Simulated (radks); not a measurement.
The cerium anion Ce- inside a hard spherical wall (all orbitals vanish at R), configuration held at [Xe] 4f1 5d2 6s2 and not refilled when levels cross. Calculated with a radial shooting solver on a logarithmic mesh with Libxc functionals: scalar-relativistic Kohn-Sham, LDA (Slater exchange, VWN5 correlation), spin-unpolarised, spherical densities, point nucleus. Eigenvalues in eV, with the zero of energy where the potential of the charges vanishes at infinity; a dash marks a level that is unbound or too diffuse for the functional's potential to be trusted. A positive occupied level is held by the wall or, in an anion where self-interaction has pushed it up, behind a barrier. The pressure on the wall is -dE/dV.

R (bohr) = 20: E (hartree) -8853.9292; kinetic (hartree) 9382.387; e(5p) -17.906; e(4f) -0.152; e(6s) 0.255; e(5d) 1.601; e(6p, empty) 1.700; e(7s, empty) 1.952; pressure (GPa) 0.000892
R (bohr) = 15: E (hartree) -8853.9275; kinetic (hartree) 9382.392; e(5p) -17.659; e(4f) 0.097; e(6s) 0.417; e(5d) 1.811; e(6p, empty) 2.037; e(7s, empty) 2.934; pressure (GPa) 0.00806
R (bohr) = 10: E (hartree) -8853.9083; kinetic (hartree) 9382.479; e(5p) -16.630; e(4f) 1.141; e(6s) 1.171; e(5d) 2.694; e(6p, empty) 3.273; e(7s, empty) 6.646; pressure (GPa) 0.281
R (bohr) = 8: E (hartree) -8853.8584; kinetic (hartree) 9382.676; e(5p) -15.234; e(4f) 2.581; e(6s) 2.384; e(5d) 3.920; e(6p, empty) 5.063; e(7s, empty) 11.664; pressure (GPa) 1.68
R (bohr) = 6: E (hartree) -8853.6411; kinetic (hartree) 9383.420; e(5p) -12.080; e(4f) 5.957; e(6s) 6.135; e(5d) 6.983; e(6p, empty) 10.367; e(7s, empty) 25.473; pressure (GPa) 14.4
R (bohr) = 4: E (hartree) -8852.1815; kinetic (hartree) 9388.411; e(5p) -3.306; e(4f) 16.282; e(6s) 24.255; e(5d) 17.640; e(6p, empty) 34.033; e(7s, empty) 79.299; pressure (GPa) 282
R (bohr) = 3.5: E (hartree) -8850.7750; kinetic (hartree) 9393.314; e(5p) 2.303; e(4f) 22.921; e(6s) 38.786; e(5d) 25.037; e(6p, empty) 51.594; e(7s, empty) 115.70; pressure (GPa) 762
R (bohr) = 3: E (hartree) -8847.7085; kinetic (hartree) 9403.654; e(5p) 12.433; e(4f) 34.087; e(6s) 66.527; e(5d) 38.522; e(6p, empty) 83.587; e(7s, empty) 178.84; pressure (GPa) 2360
